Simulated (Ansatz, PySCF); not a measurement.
Gas-phase reaction (SMILES): [SiH3]O[SiH](Cl)Cl + 4 [H][H] (H2) -> 2 Cl (HCl) + O (H2O) + 2 [SiH4] (SiH4); energy of full hydrogenation.

Each molecule is optimised on its own at B3LYP-D3(BJ)/def2-TZVP (Ansatz, a program for electronic structure), one conformer each, not searched for the lowest. Correlated levels leave the core frozen unless marked. Spin-orbit coupling is left out. No relativistic terms. Basis-set limits of correlation are two-point, X^-3; Hartree-Fock from the larger set. Thermal terms are rigid-rotor harmonic-oscillator values from B3LYP-D3(BJ) frequencies (Ansatz or PySCF) at 298.15 K and 1 atm. 1 Eh = 627.5095 kcal/mol.

```csv
species,"E, CCSD(T)/CBS(cc-pV(T+d)Z,cc-pV(Q+d)Z) (Ansatz) (Eh)","E, wB97X-V/def2-TZVPD (Ansatz) (Eh)",H - E (Eh)
[SiH3]O[SiH](Cl)Cl,-1575.47664,-1577.04334,0.05174
[H][H] (H2),-1.17450,-1.17238,0.01336
Cl (HCl),-460.37849,-460.74931,0.01000
O (H2O),-76.37426,-76.43464,0.02495
[SiH4] (SiH4),-291.45815,-291.83995,0.03520
```

Task: Work out ΔE and ΔH at 298.15 K at the first level, then ΔH at the second.

Result: 
1. ΔE = [2×(-460.37849) + (-76.37426) + 2×(-291.45815)] - [(-1575.47664) + 4×(-1.17450)] = 0.12710 Eh = 79.8 kcal/mol at CCSD(T)/CBS(cc-pV(T+d)Z,cc-pV(Q+d)Z).
2. The terms H - E add up to 0.01017 Eh, so ΔH = (0.12710 + (0.01017))×627.5095 = 86.1 kcal/mol.
3. At wB97X-V/def2-TZVPD the same steps give ΔE = 75.1 and ΔH = 81.5 kcal/mol, a shift of -4.6 from the first level.
4. These values are not checked against measurement here, since the tables used lack a sound gas-phase enthalpy of formation for at least one species.
